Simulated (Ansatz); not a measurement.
**A family of molecules: the HOMO–LUMO gap**

Gas-phase molecules, one atom swapped for its congeners: Al(OH)3(OH2); Ga(OH)3(OH2); In(OH)3(OH2). All are singlets with charge 0.

Shapes, held fixed at every level: PBE0-D4/def2-TZVP. Flexible molecules stand in one conformer, not always the lowest. Programs: Ansatz 0.2.0. Values in eV.

```csv
level,Al(OH)3(OH2),In(OH)3(OH2)
SPW92/def2-TZVPP,5.52,4.23
r2SCAN-D4/def2-TZVPP,6.48,4.96
B3LYP-D4/def2-TZVPP,7.40,6.25
BHLYP-D4/def2-TZVPP,10.39,9.23
wB97M-V/def2-TZVPP,12.06,11.06
wB97X-V/def2-TZVPP,12.54,11.37
```

(1) Estimate the column for Ga(OH)3(OH2) from its neighbours.

## Answers

(1) The mean of the neighbours at wB97X-V/def2-TZVPP is 11.95 eV, against 12.45 from the run: the member lies nearer Al. All rows: SPW92/def2-TZVPP 5.30; r2SCAN-D4/def2-TZVPP 6.18; B3LYP-D4/def2-TZVPP 7.27; BHLYP-D4/def2-TZVPP 10.32; wB97M-V/def2-TZVPP 12.02; wB97X-V/def2-TZVPP 12.45 eV. At wB97X-V/def2-TZVPP the HOMO–LUMO gap falls at every step, from 12.54 to 11.37 eV. Every level shows the same order. For atoms past krypton def2 sets carry core potentials with scalar relativity. Relativity is left out for Ga. Orbital gaps aren't excitation energies, and the LUMO depends on the basis.
